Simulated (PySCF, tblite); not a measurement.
Problem. Give a GFN2-xTB geometry of `CN(C)c1cccpc1`.

Solution. 
Z-matrix in Å and degrees, rows numbered from 1:
```
C 
N   1  1.4417
C   2  1.4422  1  117.94
C   2  1.3725  1  121.02  3   177.51
C   4  1.4059  2  119.95  1   171.22
C   5  1.3797  4  123.78  2  -179.78
C   6  1.3805  5  124.76  4     0.27
P   7  1.7280  6  123.68  5    -0.05
C   4  1.3971  2  120.09  1    -8.53
H   1  1.0880  2  109.29  3    15.62
H   1  1.0969  2  112.02  3  -104.42
H   1  1.0928  2  110.67  3   134.23
H   3  1.0964  2  111.80  1  -107.51
H   3  1.0928  2  110.83  1   131.09
H   3  1.0878  2  109.36  1    12.33
H   5  1.0780  4  119.18  2    -0.80
H   6  1.0838  5  117.31  4   179.89
H   7  1.0818  6  119.01  5   179.63
H   9  1.0805  4  118.88  2    -1.46
```

The C–C distances run from 1.380 Å (C5–C6, aromatic) to 1.406 Å (C4–C5, aromatic), a spread of 0.026 Å. The 3 C–N bonds span 1.372 Å (N2–C4, drawn single) to 1.442 Å (N2–C3, drawn single), a spread of 0.070 Å. The 6-membered ring C4–C5–C6–C7–P8–C9 has internal angles of 100.9° to 126.9° (sum 720°, against 720° for a flat polygon); it is planar, 0.00 Å rms from its mean plane, widest ring torsion 1°. N2 (aniline-type nitrogen) is planar (angles 121.0°, 121.0° and 117.9°, sum 360.0°, 0.02 Å off the plane of its three neighbours).

Structure optimised with GFN2-xTB, isolated species.

Point group: C1 (no symmetry element, even within 0.4 Å). Its lowest GFN2-xTB frequency is 5 cm⁻¹, too small to tell a flat minimum from a shallow saddle. 2 starts were optimised and ended at 0.00 and 0.05 kcal/mol (GFN2-xTB); the lowest of these is shown.

The numbers are calculated, not measured.
